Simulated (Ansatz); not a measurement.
Ansatz (a first-principles code) input (B2GP-PLYP/def2-TZVPD):

Ansatz 0.2 input:
```yaml
crystal:
  periodic: [false, false, false]
  atoms:
    - {symbol: Si, position_ang: [-0.24911664, -0.34554293, 0.47556201]}
    - {symbol: H, position_ang: [-1.03104073, -1.22405466, -0.56426854]}
    - {symbol: F, position_ang: [0.50207486, 0.67351730, -0.67706661]}
basis:
  gaussian:
    orbitals: def2-TZVPD
hamiltonian:
  xc: {name: B2GP-PLYP}
total_charge: -1
magnetization: {spin_polarized: true, initial_magnetization: 1}
correlation: {electrons: outside_noble_gas}
```

Output:

```
Functional definition: B2GP-PLYP
integrals: 0.05 GiB planned
597 factors; integrals over basis functions are off by at most 1.0e-3 eV
mean field: 0.30 GiB planned
mean field evaluation 1: about -10598.9860 eV, gradient 2.9e1 eV
mean field evaluation 2: about -10599.0489 eV, gradient 2.9e1 eV
mean field evaluation 4: about -10602.2569 eV, gradient 3.1e0 eV
mean field evaluation 8: about -10602.3230 eV, gradient 3.7e-1 eV
mean field evaluation 16: about -10602.3254 eV, gradient 1.3e-3 eV
mean field -10602.32541793 eV, -389.6282725945 hartree, gradient 3.7e-6 eV, S^2 0.767113; 0 other end points of the search recorded, 0 dependent functions left out
6 core orbitals not correlated
reference -10602.32551424 eV, -389.6282761338 hartree; 7, 6 occupied and 79, 80 virtual orbitals, 597 factors
second order -11.31571698 eV of doubles, -0.00000000 eV of singles
Total energy: -10606.39917235 eV, -389.7779803082 hartree
```
